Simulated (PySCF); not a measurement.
H$_{5}$BOSi (SMILES OB[SiH3]), singlet, at a GFN2-xTB geometry, with bond 8-5 at 1.8 times its length; PySCF with CASSCF(6,6)/6-31G*.

PySCF was given this input:
```python
from pyscf import gto, scf, mcscf
import numpy

mol = gto.Mole()
mol.atom = '''
    B    -0.05400425   -0.85309957    0.39019816
    H    -0.80315739   -1.74060327    0.59926730
    O     1.17148059   -1.10028886    0.85138904
    H     1.85295806   -0.43587489    0.72875629
    Si   -0.57353052    0.80820770   -0.54458454
    H    -1.66604559    1.55019269    0.09849978
    H    -0.99978568    0.60664831   -1.93623599
    H     1.43736646    2.54400222   -0.69510473
'''
mol.basis = '6-31g*'
mol.verbose = 4
mol.build()

mf = scf.RHF(mol)
mf.kernel()
mc = mcscf.CASSCF(mf, 6, 6)
mc.fix_spin_(ss=0.0)
mc.conv_tol = 1e-5
mc.kernel()
occ = numpy.linalg.eigvalsh(mc.fcisolver.make_rdm1(mc.ci, mc.ncas, mc.nelecas))[::-1]
ss = mc.fcisolver.spin_square(mc.ci, mc.ncas, mc.nelecas)[0]
print('natural occupations', occ.round(4), ' <S^2>', round(ss, 4))
```

What the program printed (banner, timings and long lists left out):

```
PySCF version 2.14.0

[INPUT] verbose = 4
[INPUT] num. atoms = 8
[INPUT] num. electrons = 32
[INPUT] charge = 0
[INPUT] spin (= nelec alpha-beta = 2S) = 0
[INPUT] symmetry False subgroup None
[INPUT] Mole.unit = angstrom
[INPUT] Symbol           X                Y                Z      unit          X                Y                Z       unit  Magmom
[...]
nuclear repulsion = 90.0627802585836
number of shells = 30
number of NR pGTOs = 125
number of NR cGTOs = 56
basis = 6-31g*
ecp = {}

******** <class 'pyscf.scf.hf.RHF'> ********
method = RHF
initial guess = minao
damping factor = 0
level_shift factor = 0
DIIS = <class 'pyscf.scf.diis.CDIIS'>
diis_start_cycle = 1
diis_space = 8
diis_damp = 0
SCF conv_tol = 1e-09
SCF conv_tol_grad = None
SCF max_cycles = 50
direct_scf = True
direct_scf_tol = 1e-13
Set gradient conv threshold to 3.16228e-05
Initial guess from minao.
init E= -391.197105574616
[...]
cycle= 1 E= -391.177157591512  delta_E= 0.0199  |g|= 0.505  |ddm|=  2.2
[...]
cycle= 2 E= -391.237929557871  delta_E= -0.0608  |g|= 0.282  |ddm|= 0.651
[...]
cycle= 3 E= -391.25512145236  delta_E= -0.0172  |g|= 0.0548  |ddm|= 0.229
[...]
cycle= 4 E= -391.256388746015  delta_E= -0.00127  |g|= 0.0105  |ddm|= 0.103
[...]
cycle= 5 E= -391.256454320595  delta_E= -6.56e-05  |g|= 0.00221  |ddm|= 0.0279
[...]
cycle= 6 E= -391.256458934613  delta_E= -4.61e-06  |g|= 0.000658  |ddm|= 0.00671
[...]
cycle= 7 E= -391.256459409728  delta_E= -4.75e-07  |g|= 0.000174  |ddm|= 0.00218
[...]
cycle= 8 E= -391.256459445668  delta_E= -3.59e-08  |g|= 4.12e-05  |ddm|= 0.000557
[...]
cycle= 9 E= -391.256459447625  delta_E= -1.96e-09  |g|= 1.06e-05  |ddm|= 0.000143
[...]
cycle= 10 E= -391.256459447746  delta_E= -1.21e-10  |g|= 2.59e-06  |ddm|= 3.89e-05
[...]
Extra cycle  E= -391.256459447753  delta_E= -6.2e-12  |g|= 1.17e-06  |ddm|= 6.07e-06
converged SCF energy = -391.256459447753

******** <class 'pyscf.mcscf.mc1step.CASSCF'> ********
CAS (3e+3e, 6o), ncore = 13, nvir = 37
max_cycle_macro = 50
max_cycle_micro = 4
conv_tol = 1e-05
conv_tol_grad = None
orbital rotation max_stepsize = 0.02
orbital rotation threshold for CI restart = 0.01
augmented hessian ah_max_cycle = 30
augmented hessian ah_conv_tol = 1e-12
augmented hessian ah_linear dependence = 1e-14
augmented hessian ah_level shift = 1e-08
augmented hessian ah_start_tol = 2.5
augmented hessian ah_start_cycle = 3
augmented hessian ah_grad_trust_region = 3
kf_trust_region = 3
kf_interval = 4
ci_response_space = 4
[...]
CASCI E = -391.287756709610  S^2 = 0.0000000
[...]
macro iter  14 (  7 JK    2 micro), CASSCF E = -391.321433017318  dE = -1.59568545e-04  S^2 = 0.0000000
               |grad[o]|=0.00145  |grad[c]|=0.00393  |ddm|=0.0044  |maxRot[o]|=0.0699
macro iter  15 ( 20 JK    4 micro), CASSCF E = -391.322015834335  dE = -5.82817017e-04  S^2 = 0.0000000
               |grad[o]|=0.00167  |grad[c]|=0.0131  |ddm|=0.00993  |maxRot[o]|=0.118
macro iter  16 ( 21 JK    4 micro), CASSCF E = -391.326053167825  dE = -4.03733349e-03  S^2 = 0.0000000
               |grad[o]|=0.00445  |grad[c]|=0.0195  |ddm|=0.0148  |maxRot[o]|=0.225
macro iter  17 ( 20 JK    4 micro), CASSCF E = -391.327390339359  dE = -1.33717153e-03  S^2 = 0.0000000
               |grad[o]|=0.00724  |grad[c]|=0.0098  |ddm|=0.00818  |maxRot[o]|=0.0949
macro iter  18 ( 20 JK    4 micro), CASSCF E = -391.327571844190  dE = -1.81504830e-04  S^2 = 0.0000000
               |grad[o]|=0.00577  |grad[c]|=0.00533  |ddm|=0.00269  |maxRot[o]|=0.0242
macro iter  19 ( 21 JK    4 micro), CASSCF E = -391.327534562363  dE =  3.72818270e-05  S^2 = 0.0000000
               |grad[o]|=0.00475  |grad[c]|=0.00534  |ddm|=0.00145  |maxRot[o]|=0.0208
macro iter  20 ( 14 JK    3 micro), CASSCF E = -391.327878638323  dE = -3.44075961e-04  S^2 = 0.0000000
               |grad[o]|=0.00477  |grad[c]|=0.00232  |ddm|=0.000686  |maxRot[o]|=0.0533
macro iter  21 ( 10 JK    2 micro), CASSCF E = -391.327931454421  dE = -5.28160979e-05  S^2 = 0.0000000
               |grad[o]|=0.00249  |grad[c]|=0.00144  |ddm|=0.000668  |maxRot[o]|=0.0149
macro iter  22 (  6 JK    2 micro), CASSCF E = -391.328007851968  dE = -7.63975473e-05  S^2 = 0.0000000
               |grad[o]|=0.00225  |grad[c]|=0.000806  |ddm|=0.000411  |maxRot[o]|=0.0212
macro iter  23 (  3 JK    1 micro), CASSCF E = -391.328034309331  dE = -2.64573625e-05  S^2 = 0.0000000
               |grad[o]|=0.00126  |grad[c]|=0.000921  |ddm|=0.00043  |maxRot[o]|=0.0172
macro iter  24 (  3 JK    1 micro), CASSCF E = -391.328036546190  dE = -2.23685925e-06  S^2 = 0.0000000
               |grad[o]|=0.000362  |grad[c]|=0.000385  |ddm|=0.000229  |maxRot[o]|=0.00644
1-step CASSCF converged in  24 macro (374 JK  75 micro) steps
CASSCF canonicalization
Density matrix diagonal elements [1.98068317 1.98187467 1.77235771 0.23056558 0.01911448 0.0154044 ]
CASSCF energy = -391.328036546190
CASCI E = -391.328036546190  E(CI) = -7.31036702547260  S^2 = 0.0000000
natural occupations [1.986  1.9787 1.7743 0.227  0.0203 0.0136]  <S^2> 0.0
```
